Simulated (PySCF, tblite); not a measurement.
Isomers of C3H8F2SSi2, one GFN2-xTB conformer each. Single-point energies are computed at PBE0/pcSseg-1 (PySCF, gas phase, no added dispersion term), electronic only.

Question: Rank them by PBE0/pcSseg-1 energy, lowest first (kJ/mol).
A. `[CH2:1]=[CH:2][CH2:3][Si@H:4]([F:5])[S:6][SiH2:7][F:8]` with C1–C2–C3–Si4 107°, C2–C3–Si4–F5 -176°, C3–Si4–S6–Si7 168°, Si4–S6–Si7–F8 51°
B. `[F:1][C@@H:2]1[CH2:3][SiH2:4][Si@@:5]([F:6])([SH:7])[CH2:8]1` with Si4–Si5–S7–H -102°, F1–C2–C3–Si4 -63°, C2–C3–Si4–Si5 -32°, C3–Si4–Si5–F6 121°, Si4–Si5–C8–C2 19°

Answer: A (0.0), B (127.5).

As drawn, the lower has a C=C bond outside aromatic rings, which the higher lacks; the higher has an S–H bond and an Si–Si bond, which the lower lacks. GFN2-xTB itself gives, in the same order: 0.0, 193.1. Both levels put the same isomer lowest.

Question: Which frontier levels, dipoles and rotational constants go with these structures?

Answer: 
```json
{"SMILES": "C=CC[Si@H](F)S[SiH2]F", "HOMO (eV, PBE0/pcSseg-1)": "-7.53", "LUMO (eV)": "-0.55", "dipole (D)": "0.90", "A, B, C (MHz)": "2222, 585.3, 542.4"}
{"SMILES": "F[C@@H]1C[SiH2][Si@@](F)(S)C1", "HOMO (eV, PBE0/pcSseg-1)": "-7.32", "LUMO (eV)": "-0.63", "dipole (D)": "2.20", "A, B, C (MHz)": "1802, 832.3, 764.2"}
```

Question: What happens when harmonic zero-point energies from GFN2-xTB frequencies are added?

Answer: 
```tsv
SMILES	ZPE (kJ/mol)	electronic (kJ/mol)	with ZPE (kJ/mol)
C=CC[Si@H](F)S[SiH2]F	268.3	0.0	0.0
F[C@@H]1C[SiH2][Si@@](F)(S)C1	270.3	127.5	129.6
```

The zero-point energies span 2.0 kJ/mol. The order is unchanged.
